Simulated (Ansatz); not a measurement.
**One elementary step**

Start structure (Ge₄H₁₁OF, singlet), relaxed at PBE0-D4/def2-TZVP:

```
17
angstrom
Ge -0.3222 0.2370 0.0417
Ge 2.0205 -0.4173 -0.0975
Ge -0.9134 2.0526 -1.4673
Ge -1.0791 0.6130 2.3243
F -1.3358 -1.1255 -0.5158
H 0.5479 -3.8031 -0.7460
O 0.5843 -2.9869 -1.2482
H 2.3319 -1.5871 0.8408
H 2.4507 -0.6958 -1.5382
H 2.7704 0.8325 0.4181
H -2.4168 2.3527 -1.3709
H -0.5523 1.6786 -2.9121
H -0.1221 3.3056 -1.0559
H -0.2847 1.7880 2.9190
H -2.5759 0.9574 2.3408
H -0.8319 -0.6417 3.1757
H -0.2714 -2.5601 -1.1083
```

The step: Ge₄H₉F ([F][Ge]([GeH3])([GeH3])[GeH3]) + H₂O → Ge₃H₇OF ([OH][Ge]([F])([GeH3])[GeH3]) + GeH₄; bonds formed: Ge1–O7, Ge2–H6; bonds broken: Ge1–Ge2, H6–O7. Ansatz 0.2.0; basis: def2-TZVPP and def2-QZVPP; cores frozen in the correlated methods. Filled d shells of the heavier atoms are correlated. The def2 sets are not built for correlating such inner shells, so the correlated values are less sure here. Extrapolation: Hartree–Fock as exp(−7.88 √X), correlation as X^−2.97. Energies below are by CCSD(T) at an estimated basis limit (MP2 extrapolated from triple and quadruple zeta, plus CCSD(T) − MP2 in triple zeta).

**Question.** What are the electronic barrier and the energy of the step, from the start structure to the end structure? (Judge from chemistry; the value comes from the calculation.)

**Answer.** The calculation gives: Barrier 180.5 kJ/mol; step energy 14.9 kJ/mol (uphill); reverse barrier, their difference, 165.6 kJ/mol. Barrier and step energy count from the start structure, the reverse barrier from the end structure.

The saddle point: One imaginary mode of 535i cm⁻¹.
```tsv
pair	start (Å)	saddle (Å)	end (Å)
Ge1–O7	3.59	1.95	1.78
Ge2–H6	3.75	2.04	1.53
Ge1–Ge2	2.44	3.13	4.22
H6–O7	0.96	1.11	3.26
```

Zero-point energy (harmonic, PBE0-D4): ZPE is 254.2 kJ/mol at the start and 242.3 kJ/mol at the saddle, so the barrier goes from 180.5 to 168.6 kJ/mol.

T1 diagnostic: at most 0.013.

Labels in which every atom is bracketed show which atoms are joined, not bond orders.

For scale, one of the runs: CCSD(T)/def2-TZVPP, 408 basis functions, launched by `ansatz run in.yaml --threads 4 --pin off --events-out ev --progress --plain --max-ram 63488MiB --backend cuda --devices 0, --max-vram 37GiB`. Time: 62 s of wall clock on 4 CPU threads of an AMD EPYC 7R13 and a share of one NVIDIA H100; the host was shared. Peak host memory: 0.91 GiB.
